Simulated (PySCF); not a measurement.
Si(Br)2(OH)2 (Br₂H₂O₂Si), SMILES O[Si](O)(Br)Br.

Geometry optimised at B3LYP-D3(BJ)/def2-SVP. Other conformers were not sampled.

These are PBE0/def2-TZVP run with PySCF values and carry that method's errors.

The molecule is in vacuum.

Q: Estimate the frontier levels, gap, dipole moment and polarisability. (The exact figures need the calculation; the answer reports its results.)

A: 
| Property | Value |
|---|---|
| highest occupied level | -8.57 eV |
| lowest empty level | -0.40 eV |
| orbital gap | 8.18 eV |
| dipole moment | 1.75 D |
| quadrupole, principal values (traceless, Buckingham form, about the centre of nuclear charge) | -9.82, 3.80, 6.02 D·Å |
| mean static polarisability | 67.2 bohr³ (9.96 Å³) |
| polarisability, principal values | 56.0, 64.1, 81.6 bohr³ |
